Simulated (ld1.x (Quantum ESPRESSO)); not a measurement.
# What one change does to a pseudopotential (Mo, ultrasoft)

- Element: molybdenum
- Generator: ld1.x (Quantum ESPRESSO) 7.5
- Type: ultrasoft
- Functional: LDA (PZ)
- Relativity: scalar-relativistic
- Frozen core: [Ar] 3d10
- Valence charge: 14
- Reference configuration: 4s2 4p6 4d4 5s2 5p0
- Partial waves: 4s (bound): rcut 1.50, rcutus 1.90 bohr; 5s (bound): rcut 1.50, rcutus 1.90 bohr; 4p (bound): rcut 1.60, rcutus 1.80 bohr; 5p (bound, empty): rcut 1.60, rcutus 1.80 bohr; 4d (bound): rcut 1.65, rcutus 1.90 bohr; 4d channel at 1.5 Ry: rcut 1.65, rcutus 1.90 bohr
- Local potential: all-electron potential smoothed inside 1.85 bohr (lloc = -2)
- Core correction: none
- Augmentation charge: PSQ, inside the norm-conserving radii

Change: local potential all-electron potential smoothed inside 1.20 bohr (lloc = -2).

Cutoffs: the cutoffs (Ry, on a coarse ladder) from which the occupation-weighted sum of valence levels, in a spherical-Bessel basis at the reference potential, stays within 10 and 1 mRy of its value at 400 Ry; they do not see the model core or the augmentation charge, which bear on the density cutoff. Errors are all-electron minus pseudo energies relative to the spin-unpolarised reference configuration.

Problem. What does the change do?

Solution. The potential gets neither clearly harder nor softer (30 Ry and 50 Ry → 30 Ry and 50 Ry); a bound ghost appears in d, which as a rule spoils a file; of the 9 tests that both files solve, the error grows in 2 and shrinks in 0 by more than 15 % and 0.3 meV (median size 3.9 → 4.2 meV). A state that the projectors do not describe sees the local part alone, so a deeper or shallower local part can create or remove a ghost.

| quantity | base | changed |
| --- | --- | --- |
| cutoff, loose | 30 Ry | 30 Ry |
| cutoff, tight | 50 Ry | 50 Ry |
| bound ghosts | none | d |
| error for 4s2 4p6 4d5 5s1 5p0, meV [ΔE -0.14 eV] | -2.1 | -2.5 |
| error for 4s2 4p6 4d5 5s0 5p0, meV [ΔE 7.05 eV] | -3.9 | -4.2 |
| error for 4s2 4p6 4d4 5s0 5p0, meV [ΔE 22.75 eV] | -3.8 | -3.9 |
| error for 4s2 4p6 4d5 5s0 5p1, meV [ΔE 3.11 eV] | -3.6 | -3.9 |
| error for 4s2 4p6 4d6 5s0 5p0, meV [ΔE 0.68 eV] | -4.1 | -5.6 |
| error for 4s1 4p6 4d5 5s1 5p0, meV [ΔE 70.17 eV] | -42 | -44 |
| error for 4s2 4p6 4d5 5s0.5 5p0, meV [ΔE 2.72 eV] | -2.9 | -3.2 |
| error for 4s2 4p6 4d4 5s2 5p0 (spin-polarised), meV [ΔE -2.15 eV] | +89 | +90 |
| error for 4s2 4p6 4d5 5s1 5p0 (spin-polarised), meV [ΔE -4.06 eV] | +119 | +119 |
| s: phases at 2.05 bohr within 0.05 rad from the reference energy up to (Ry; the scan ends near 5) | to the end of the scan | to the end of the scan |
| p: phases at 2.05 bohr within 0.05 rad from the reference energy up to (Ry; the scan ends near 5) | to the end of the scan | to the end of the scan |
| d: phases at 2.05 bohr within 0.05 rad from the reference energy up to (Ry; the scan ends near 5) | to the end of the scan | n/a |
| lowest overlap eigenvalue by channel | s 0.08, p 0.15, d 0.90 | s 0.09, p 0.08, d 0.90 |

 A true bound ghost makes a file unfit for plane-wave use even where its test errors are small: the radial tests pick states by their node count and pass the ghost by.
